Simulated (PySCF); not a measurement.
C2H9BN2.
Cartesian coordinates in Å at the PBE0-D3(BJ)/def2-SVP level; atoms count from 1:
```xyz
14
C2H9BN2 angstrom
B     -1.9921    0.1258    0.6805
N     -0.5461    0.7419    1.1133
C      0.6015   -0.0066    0.5970
C      1.9398    0.5653    0.9926
N      3.0780    0.1055    0.6947
H     -2.8275    0.8654    1.1838
H     -1.9998    0.1472   -0.5453
H     -2.0114   -1.0109    1.1394
H     -0.5078    1.7116    0.7926
H     -0.5117    0.7817    2.1339
H      0.4994   -1.0456    0.9481
H      0.5004   -0.0434   -0.4993
H      1.9106    1.4868    1.6069
H      2.9938   -0.7464    0.1257
```

The closed-shell ground state was solved at several levels (PySCF, density fitting, gas phase, non-relativistic).

| level | basis functions | total energy (Eh) | HOMO (eV) | LUMO (eV) | gap (eV) | dipole (D) |
| --- | --- | --- | --- | --- | --- | --- |
| PBE0/pcSseg-1 | 130 | -215.6600 | -7.89 | -1.08 | 6.81 | 3.21 |
| PBE0/def2-SVPD | 172 | -215.5455 | -7.91 | -1.22 | 6.69 | 3.01 |
| B3LYP/pcJ-1 | 225 | -215.9766 | -7.70 | -1.32 | 6.38 | 3.23 |

(1) What might CAM-B3LYP/pcSseg-2 (306 basis functions) give for the same quantities?

(2) Over all these levels, which gives the widest orbital gap and which the narrowest?

(3) How far do the dipole and the HOMO energy spread over the levels?

## Answers

(1) Total energy -215.9256 Eh, HOMO -9.40 eV, LUMO -0.04 eV, gap 9.36 eV, dipole 2.98 D.

(2) CAM-B3LYP/pcSseg-2 (range-separated hybrid) has the widest, 9.36 eV, and B3LYP/pcJ-1 (global hybrid, 20 % exact exchange) the narrowest, 6.38 eV. Functional and basis both differ between the two, so the spread mixes both effects.

(3) The dipole runs from 2.98 to 3.23 D (mean 3.11 D) and the HOMO from -9.40 to -7.70 eV.

One conformer stands for the species.
